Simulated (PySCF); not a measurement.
H6ClNSi2, SMILES [SiH2](N)[SiH2]Cl at its CAM-B3LYP/def2-SVP optimised geometry (Å):

```
10

N      1.8472    -1.4889     0.0004
Si     1.1208     0.0812     0.0000
Si    -1.2326     0.0812     0.0000
Cl    -1.8852     2.0635     0.0000
H      1.8645    -2.0635     0.8350
H      1.8852    -2.0525    -0.8410
H      1.5632     0.8159     1.2179
H      1.5633     0.8097    -1.2215
H     -1.8031    -0.5904    -1.2014
H     -1.8045    -0.5902     1.2008
```

Method: CAM-B3LYP/def2-TZVP (PySCF 2.14.0).

Map of the HOMO−1 amplitude (bohr^(-3/2)) on the plane z = 0.8 Å; orbital energy -10.13 eV, overall sign arbitrary:

```
|33333333333333333333333333333|
|33333333333333333333333333333|
|33333333333333333333333333333|
|33333344444433333333333333333|
|33333444444443333333333333333|
|33334455655443333333333333333|
|33344467776544333333333333333|
|33344568997544333333333333333|
|33344568997544333333333333333|
|33344567876544333333333333333|
|33334455665443333333333333333|
|33333444444433333344433333333|
|33333333333333333444433333333|
|33333332222223333344333333333|
|33333322111122333333333333333|
|33333321000122333333333333333|
|33333221000122333333333333333|
|33333321111223333333333333333|
|33333322222233333333333333333|
|33333333222333333333333333333|
|33333333333333333333333333333|
|33333333333333333333333333333|
|33333333333333333333333333333|
|33333333333333333333333333333|
|33333333333333333333333333333|
|33333333333333333333333333333|
|33333333333333333333333333333|
|33333333333333333333333333333|
|33333333333333333333333333333|
```
Scale: ten equal steps from -0.114 (start of '0') to 0.198 (end of '9'), in the order '0123456789'; x runs from -4.50 to 4.50, y from -4.50 (bottom) to 4.50 (top).
